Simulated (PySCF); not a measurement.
Electronic absorption of H9NO3Si3

H9NO3Si3.
Structure used (GFN2-xTB), in Å, numbered top down from 1:
```
atom  x, y, z in Å
N1    -0.3936   -2.1155   -1.0790
Si2    0.0173   -0.5062   -0.6386
O3     0.4674    0.3524   -1.9366
O4     1.2631   -0.4111    0.3885
Si5    2.0892    0.5126    1.4312
O6    -1.3221    0.1089    0.0353
Si7   -1.9554    1.0133    1.2141
H8    -0.8441   -2.6867   -0.3839
H9     0.3127   -2.6528   -1.5536
H10   -0.1553    0.4544   -2.6507
H11    1.2249    0.8088    2.5777
H12    2.5207    1.7474    0.7772
H13    3.2085   -0.3582    1.7877
H14   -1.2916    2.3175    1.2520
H15   -3.3565    1.1086    0.8105
H16   -1.7928    0.3157    2.4918
```

Method used: PySCF, TDDFT CAM-B3LYP/def2-SVPD, vertical, gas phase, core orbitals frozen in the response.

Task: Predict the UV-vis stick spectrum at this level.

Result: 

```tsv
state	E (eV)	λ (nm)	ν̃ (cm⁻¹)	f	main configurations (H = HOMO, L = LUMO)
S1	6.71	184.9	54080	0.046	H→L (78%), H→L+5 (8%)
S2	7.48	165.7	60350	0.0063	H-1→L (72%)
S3	7.64	162.3	61620	0.0007	H-2→L (66%), H-2→L+3 (10%)
S4	7.75	160.0	62510	0.0007	H-3→L (46%), H-3→L+2 (12%)
S5	7.95	155.9	64150	0.0023	H-4→L (41%), H-1→L+2 (16%)
S6	8.12	152.6	65530	0.0061	H→L+5 (56%), H→L (10%)
S7	8.32	149.0	67110	0.016	H→L+3 (31%), H-5→L (11%), H→L+2 (10%)
S8	8.36	148.3	67420	0.023	H-5→L (31%)
```

Triplets, Tamm–Dancoff:

| state | E (eV) | λ (nm) | main configurations (H = HOMO, L = LUMO) |
| --- | --- | --- | --- |
| T1 | 6.41 | 193.4 | H→L (68%), H→L+5 (12%) |
| T2 | 7.13 | 173.8 | H-1→L (61%) |
| T3 | 7.27 | 170.6 | H-2→L (55%), H-2→L+3 (13%) |

The lowest singlet comes at 185 nm (647 kJ/mol) in the vacuum ultraviolet; it is of moderate strength; its leading configuration is HOMO→LUMO (78%). The lowest level is also the most intense of those listed (f = 0.046). Löwdin shares by element: HOMO nitrogen 67%, hydrogen 13% or more, oxygen 7% or more; LUMO silicon 44%, oxygen 8% or more (atoms not listed hold the other 47%). The oscillator strengths of these states sum to 0.101; summed over the whole spectrum of an exact calculation they would give the number of electrons, 82 (Thomas–Reiche–Kuhn). Weighted by f, the mean energy of these states is 7.51 eV. Orbital energies (eV): HOMO-3 -10.54, HOMO-2 -10.33, HOMO-1 -10.10, HOMO -9.23, LUMO 0.48, LUMO+1 1.27, LUMO+2 1.50. The window holds the lowest 8 singlets.

One conformer stands for the species.
